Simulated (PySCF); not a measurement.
# How methods differ on the excitation energy of Sr

Sr [Kr] 5s2 (1S) → Sr [Kr] 4d2 (3F), as a difference of total energies. All numbers are calculated (PySCF 2.14, scalar relativity by spin-free X2C-1e, in aug-cc-pwCVTZ-X2C). Correlated levels: valence: [Kr] frozen; valence and next inner shell: [Ar] 3d10 frozen. The calculations carry no spin-orbit coupling.

| method | excitation energy (eV) |
| --- | --- |
| UHF | 4.378 |
| LDA | 4.162 |
| PBE | 3.862 |
| r2SCAN | 3.670 |
| LC-wPBE | 4.200 |
| wB97X-V | 4.440 |
| MP2 (valence) | 4.758 |
| SCS-MP2 (valence) | 4.951 |
| MP2 (valence and next inner shell) | 4.894 |
| SCS-MP2 (valence and next inner shell) | 5.053 |

Estimate what PBE0 gives.

3.993 eV, closest to PBE among the rows shown.

Estimate what wB97M-V gives.

4.458 eV, closest to wB97X-V among the rows shown.

A first-order spin-orbit estimate (lowest level to lowest level, LS coupling) adds -0.020 eV.
